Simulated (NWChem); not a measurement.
**Correlation energy of CH5Si**

```xyz
7

C     -0.1540     1.2000     0.0000
Si     0.1699    -0.6650     0.0000
H      0.2837     1.6755     0.8917
H      0.2837     1.6755    -0.8917
H     -1.2388     1.4066     0.0000
H     -0.3918    -1.3236     1.2214
H     -0.3918    -1.3236    -1.2214
```
Charge 0, spin multiplicity 2.

All runs are NWChem calculations. Structure: optimised with UB3LYP/def2-SVP, a minimum by its harmonic frequencies.

Basis set: 6-31G*. Each correlation energy counts from its own Hartree-Fock reference.

The correlated methods keep 6 core orbitals frozen. The Pople sets run with spherical d functions. The structure started from a generated list of species. The unpaired electrons of the parent sit in orbitals of symmetry a' (Cs labels of the run); other states weren't searched. No SCF solution was tested for a lower state. Open-shell Hartree-Fock references start from PBE0 orbitals. No row is a measurement; the coupled-cluster row has its own basis-set and correlation limits.

Question: One of these methods gave a correlation energy of -198.6 mHa. Which?
(A) CCSD on ROHF
(B) UMP2
(C) SCS-UMP2
(D) CCSD[T] on ROHF

Answer: B, UMP2. The others give -203.6 (SCS-UMP2), -234.0 (CCSD on ROHF), -240.1 (CCSD[T] on ROHF).
